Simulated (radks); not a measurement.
Coulomb parameter of the 4d shell of the molybdenum ion Mo+ in the model configuration [Kr] 4d4 5p1, as a second difference U = [E(n + 0.5) + E(n - 0.5) - 2 E(n)] / (0.5)^2 with all orbitals relaxed. "Bare": the charge of the atom changes with n. "Screened": the 5p shell takes up the change at fixed total charge, which measures U(4d,4d) + U(5p,5p) - 2 U(4d,5p). All-electron calculation, Dirac Kohn-Sham, LDA (Slater exchange, Perdew-Wang correlation), spin-unpolarised, spherical densities, finite nucleus; open shells are shared between the two j in proportion to 2j + 1; Fermi nuclear charge, rms radius 4.4091 fm. Program: a radial shooting solver on a logarithmic mesh with Libxc functionals.

case              configuration  E - E(n) (eV)
start              [Kr] 4d4 5p1          0.000
bare +0.5        [Kr] 4d4.5 5p1         -5.825
bare -0.5        [Kr] 4d3.5 5p1          8.326
screened +0.5  [Kr] 4d4.5 5p0.5         -2.985
screened -0.5  [Kr] 4d3.5 5p1.5          3.527

U(bare) = 10.001 eV, U(screened by 5p) = 2.167 eV.
